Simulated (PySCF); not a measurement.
Changes within a family of molecules, several properties at once.

PySCF, CAM-B3LYP/def2-SVPD, density fitting, gas phase; each molecule at its own PBE0-D3(BJ)/def2-SVP geometry, one conformer. Singlet excitations by full TDDFT with frozen cores, triplets by Tamm–Dancoff TDDFT and ionisation energies by ΔSCF, from the lowest of the holes tried. 

Reference: `N#CC[C@@H]1C=CC[SiH2]1`, with HOMO energy -8.87 eV, LUMO energy 0.78 eV, lowest singlet excitation 6.82 eV, lowest triplet excitation 4.30 eV, mean polarisability 96.9 au and vertical ionisation energy 9.58 eV.

Changes against it:

```tsv
molecule	Δ HOMO energy (eV)	Δ LUMO energy (eV)	Δ lowest singlet excitation (eV)	Δ lowest triplet excitation (eV)	Δ mean polarisability (au)	Δ vertical ionisation energy (eV)
C1=C[C@H](c2ccco2)[SiH2]C1	+1.49	+0.36	-1.00	-0.41	+20.7	-1.59
FC(F)[C@H]1C=CC[SiH2]1	+0.01	+0.22	+0.09	-0.03	-13.3	+0.03
C1=C[C@H](c2cccs2)[SiH2]C1	+1.34	-0.14	-1.49	-0.74	+36.1	-1.53
ClC(Cl)(Cl)[C@H]1C=CC[SiH2]1	-0.08	-0.61	-0.39	-0.05	+24.7	+0.01
```

Rows whose labels were lost:

```json
{"row": "P", "Δ HOMO energy (eV)": "+0.65", "Δ LUMO energy (eV)": "+0.45", "Δ lowest singlet excitation (eV)": "-0.57", "Δ lowest triplet excitation (eV)": "+0.02", "Δ mean polarisability (au)": "+4.8", "Δ vertical ionisation energy (eV)": "-0.75"}
{"row": "Q", "Δ HOMO energy (eV)": "+0.53", "Δ LUMO energy (eV)": "+0.40", "Δ lowest singlet excitation (eV)": "-0.10", "Δ lowest triplet excitation (eV)": "-0.02", "Δ mean polarisability (au)": "+21.6", "Δ vertical ionisation energy (eV)": "-0.61"}
{"row": "R", "Δ HOMO energy (eV)": "+0.34", "Δ LUMO energy (eV)": "+0.06", "Δ lowest singlet excitation (eV)": "-0.63", "Δ lowest triplet excitation (eV)": "+0.01", "Δ mean polarisability (au)": "+4.9", "Δ vertical ionisation energy (eV)": "-0.42"}
```

Problem. Which row belongs to which of `CCO[C@H]1C=CC[SiH2]1`, `[SiH3]O[C@@H]1C=CC[SiH2]1` and `CC(C)(C)[C@H]1C=CC[SiH2]1`?

Solution. P = `CCO[C@H]1C=CC[SiH2]1`, Q = `CC(C)(C)[C@H]1C=CC[SiH2]1` and R = `[SiH3]O[C@@H]1C=CC[SiH2]1`. P and Q are told apart most clearly by the mean polarisability (+4.8 against +21.6 au); P and R are told apart most clearly by the LUMO energy (+0.45 against +0.06 eV); Q and R are told apart most clearly by the mean polarisability (+21.6 against +4.9 au).

Problem. Which row has the smallest HOMO–LUMO gap and which the largest, and does the HOMO or the LUMO shift more there?

Solution. Smallest, counted from the reference: `C1=C[C@H](c2cccs2)[SiH2]C1`, -1.48 eV (HOMO +1.34, LUMO -0.14), the larger shift being that of the HOMO. Largest: `FC(F)[C@H]1C=CC[SiH2]1`, +0.21 eV (HOMO +0.01, LUMO +0.22), the larger shift being that of the LUMO.
